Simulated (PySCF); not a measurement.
MBe for M along the second period

PBE with triple-zeta basis sets in PySCF, for the lowest determinant that a PBE0 search found; no spin–orbit coupling. De refers to high-spin ground-configuration atoms. A positive dipole means M(−)Be(+).

```
 M         basis  state (unpaired electrons)  Re (Å)  ωe (cm⁻¹)  De (eV)  μ (D)
Li       cc-pVTZ               doublet (σ ↑)   2.580        344     0.58  -2.39
Be    def2-TZVPP      singlet (closed shell)   2.444        347     0.42    n/a
 N    def2-TZVPP         quartet (σ ↑, π ↑↑)   1.620        905     2.22   1.17
 O  x2c-TZVPPall      singlet (closed shell)   1.346       1455     5.08   5.70
 F  x2c-TZVPPall               doublet (σ ↑)   1.382       1195     6.18   1.11
```

The shortest bond is that of BeO (1.346 Å), the longest that of LiBe (2.580 Å). BeF is bound most strongly (6.18 eV) and Be2 least (0.42 eV).

The rows differ in basis set, which adds steps of its own.

The state changes along the series, so neighbouring rows are not always alike in their bonding.

Closed-shell solutions of metal pairs were not tested for spin polarisation, which can lower them a little. Weak bonds: Be2. Basis-set superposition, not corrected here, can be much of De in a small basis, most of all at correlated wavefunction levels. Functionals without a dispersion term scatter widely for such bonds, and LDA overbinds them. States were picked by a PBE0 search and need not be the measured ground states.
